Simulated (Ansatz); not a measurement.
Breaking a bond: SMILES [F][GeH3] (H3FGe). The Ge1–F5 bond (Ge1 also carries H, H, H; F5 carries nothing else) is varied alone, starting from the PBE0/def2-TZVP optimised geometry.

- RKS-PBE = Ansatz (a quantum-chemistry and plane-wave program) with restricted PBE/cc-pVTZ
- RKS-B3LYP = restricted B3LYP/cc-pVTZ (Ansatz)
- UKS-B3LYP = unrestricted B3LYP/cc-pVTZ (Ansatz)
- UKS-PBE = unrestricted PBE/cc-pVTZ in Ansatz
- UCCSD(T) = CCSD(T) on UHF/cc-pVTZ, cores with 3d frozen (Ansatz)

Cost and agreement with UCCSD(T) over the 21 points of the scan, with UCCSD(T) as yardstick. Costs are rough ratios of core time within Ansatz on shared cores, each with its mean field (Kohn-Sham runs search longer for lower solutions than correlated ones do); the miss is the largest difference from UCCSD(T) of the curve after the mean shift, in mEh.

```csv
level,relative cost,largest difference
RKS-PBE,1,23.9
RKS-B3LYP,2,35.0
UKS-B3LYP,4,16.7
UKS-PBE,4,20.6
```

Costs within a factor of two of each other count as equal.

The restricted form behind RKS-PBE, RKS-B3LYP keeps the bonding electrons paired and can't separate into open-shell fragments. The unrestricted determinant behind UKS-B3LYP is spin-contaminated at 2.88 to 6.19 Å (<S²> up to 0.8, against 0.00 for a pure singlet). The unrestricted determinant behind UKS-PBE is spin-contaminated at 3.16 to 6.19 Å (<S²> up to 0.7, against 0.00 for a pure singlet). The unrestricted determinant behind UCCSD(T) is spin-contaminated at 2.59 to 6.19 Å (<S²> up to 1.0, against 0.00 for a pure singlet).
